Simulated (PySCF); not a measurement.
C₃H₉NSi₂, SMILES C1(C)[SiH2]N[SiH2]C=1. Geometry optimised at B3LYP-D3(BJ)/def2-SVP. The structure was generated by enumeration, and PubChem lists no compound with its InChIKey, so it may never have been made.

The numbers are results of B3LYP-D3(BJ)/def2-SVP run with PySCF 2.14.0, not measurements.

Harmonic wavenumbers (cm⁻¹): 132, 145, 188, 274, 304, 338, 405, 440, 587, 600, 653, 687, 690, 704, 739, 813, 858, 878, 946, 996, 1000, 1024, 1044, 1108, 1124, 1263, 1387, 1450, 1453, 1624, 2177, 2179, 2191, 2201, 3011, 3076, 3106, 3110, 3630. Rotational constants (GHz): 3.571, 2.029, 1.345; symmetry number 1.

Work out the zero-point energy and the ideal-gas rigid-rotor harmonic-oscillator thermochemistry at 298.15 K and 1 atm.

ZPE = ½ Σ hcν = ½ × 48537 cm⁻¹ = 69.39 kcal/mol. H − E(el) = 74.96 kcal/mol. Entropy in cal/(mol K): translation 40.14, rotation 27.89, vibration 17.54, total 85.57. G − E(el) = 49.44 kcal/mol. Cp = 32.42 cal/(mol K). Modes under 150 cm⁻¹ make the vibrational entropy uncertain.
